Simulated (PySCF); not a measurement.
fluoromethylidenecyclobutane (C₅H₇F), SMILES C1(=CF)CCC1. Atoms are numbered in the order given.

```xyz
13

F     -0.3576    -2.3487     0.0000
C      0.5733    -1.3767     0.0000
C      0.2394    -0.0921     0.0000
C     -1.0928     0.6323     0.0000
C     -0.3126     1.9828     0.0000
C      1.0385     1.2007     0.0000
H      1.5959    -1.7658     0.0000
H     -1.7158     0.4480    -0.8905
H     -1.7158     0.4480     0.8905
H     -0.4771     2.6044     0.8916
H     -0.4771     2.6044    -0.8916
H      1.6671     1.3591    -0.8916
H      1.6671     1.3591     0.8916
```

Geometry optimised at B3LYP-D3(BJ)/def2-SVP. The geometry has at least one imaginary mode, so it is a saddle point at that level.

Calculation: PySCF with B3LYP-D3(BJ)/def2-SVP.

No scaling factor is applied to the harmonic values.

Task: Give all harmonic wavenumbers and intensities. (The exact figures need the calculation; the answer reports its results.)

Result: 
| mode | ν (cm⁻¹) | IR (km/mol) | Raman (Å⁴/amu) | depolarisation | moving atoms (share of kinetic energy) |
|---|---|---|---|---|---|
| 1 | 45i | 0.0 | 1.2 | 0.75 | H 50 %, C 45 % |
| 2 | 183 | 2.0 | 0.2 | 0.66 | C 46 %, F 40 %, H 14 % |
| 3 | 257 | 0.1 | 0.1 | 0.75 | C 52 %, H 28 %, F 20 % |
| 4 | 396 | 10.8 | 6.6 | 0.75 | C 53 %, H 42 % |
| 5 | 498 | 6.8 | 6.4 | 0.48 | C 51 %, F 37 %, H 12 % |
| 6 | 725 | 1.7 | 4.9 | 0.57 | C 84 %, H 13 % |
| 7 | 737 | 1.7 | 0.5 | 0.75 | H 92 % |
| 8 | 753 | 0.3 | 0.9 | 0.75 | H 77 %, C 22 % |
| 9 | 855 | 11.4 | 5.8 | 0.75 | H 73 %, C 26 % |
| 10 | 876 | 1.2 | 3.1 | 0.15 | C 70 %, H 30 % |
| 11 | 945 | 2.3 | 10.6 | 0.75 | C 66 %, H 34 % |
| 12 | 971 | 1.1 | 20.5 | 0.10 | C 75 %, H 24 % |
| 13 | 1038 | 1.2 | 1.4 | 0.75 | H 95 % |
| 14 | 1075 | 0.4 | 0.0 | – | C 54 %, H 46 % |
| 15 | 1136 | 85.0 | 0.7 | 0.10 | C 69 %, F 17 %, H 14 % |
| 16 | 1169 | 67.1 | 1.4 | 0.72 | C 58 %, H 25 %, F 17 % |
| 17 | 1209 | 0.1 | 11.5 | 0.75 | H 78 %, C 22 % |
| 18 | 1221 | 0.0 | 6.7 | 0.75 | H 93 % |
| 19 | 1225 | 0.1 | 4.8 | 0.74 | H 66 %, C 34 % |
| 20 | 1261 | 2.5 | 2.0 | 0.26 | H 68 %, C 30 % |
| 21 | 1277 | 2.1 | 1.6 | 0.22 | H 56 %, C 43 % |
| 22 | 1356 | 7.8 | 8.9 | 0.66 | H 64 %, C 36 % |
| 23 | 1434 | 3.8 | 5.1 | 0.74 | H 92 % |
| 24 | 1443 | 0.3 | 25.7 | 0.67 | H 92 %, C 8 % |
| 25 | 1475 | 1.7 | 13.8 | 0.54 | H 88 %, C 12 % |
| 26 | 1794 | 52.6 | 33.6 | 0.20 | C 96 % |
| 27 | 3040 | 43.8 | 50.7 | 0.20 | H 95 % |
| 28 | 3045 | 5.8 | 194.1 | 0.08 | H 95 % |
| 29 | 3073 | 35.9 | 158.6 | 0.06 | H 95 % |
| 30 | 3088 | 16.4 | 18.2 | 0.75 | H 90 %, C 10 % |
| 31 | 3092 | 1.4 | 140.8 | 0.75 | H 90 %, C 10 % |
| 32 | 3132 | 26.9 | 87.4 | 0.75 | H 90 %, C 10 % |
| 33 | 3190 | 10.4 | 104.0 | 0.26 | H 91 %, C 9 % |
